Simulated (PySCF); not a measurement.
**Question.** Give a PBE0-D3(BJ)/def2-SVP geometry of `O[SiH2]OC1CC1`.

**Answer.** 
```
atom  x, y, z in Å
O1     3.179   -0.391   -0.670
Si2    1.906    0.203    0.199
O3     0.498   -0.245   -0.577
C4    -0.724    0.344   -0.283
C5    -1.947   -0.475   -0.502
C6    -1.508   -0.139    0.901
H7     3.204   -0.169   -1.605
H8     2.021   -0.407    1.549
H9     1.914    1.697    0.287
H10   -0.778    1.415   -0.522
H11   -1.778   -1.499   -0.845
H12   -2.839    0.008   -0.909
H13   -1.062   -0.945    1.489
H14   -2.088    0.585    1.479
```

Any rigid rotation of these coordinates is as good. Atoms count from 1 in this order. The 3-membered ring C4–C5–C6 has internal angles of 59.3° to 60.6°. Of the pairs four or more bonds apart, Si2···H13 is among the closest relative to their van der Waals radii: 3.43 Å, 104 % of the sum of Bondi's values. Si2 (oxygen-bound silicon) is distorted tetrahedral (angles from 105.7° to 112.7°).

Bonds between heavy atoms (Å): O1–Si2 1.651, Si2–O3 1.668, O3–C4 1.389, C4–C5 1.488, C5–C6 1.507, C4–C6 1.500.

Computed, not measured: PBE0-D3(BJ)/def2-SVP geometry optimisation, gas phase in PySCF 2.14.0.

Point group: C1 (no symmetry element, even within 0.4 Å). PBE0-D3(BJ)/def2-SVP frequencies: not computed here. One conformer, not necessarily the lowest (H–O1–Si2–O3 53°, O1–Si2–O3–C4 -165°, Si2–O3–C4–C5 -152°).

On one thread, Arm Neoverse V2 (aarch64) (shared host), this took 97 s of wall time and 0.50 GiB of memory at its peak. That covers the optimisation of the geometry.
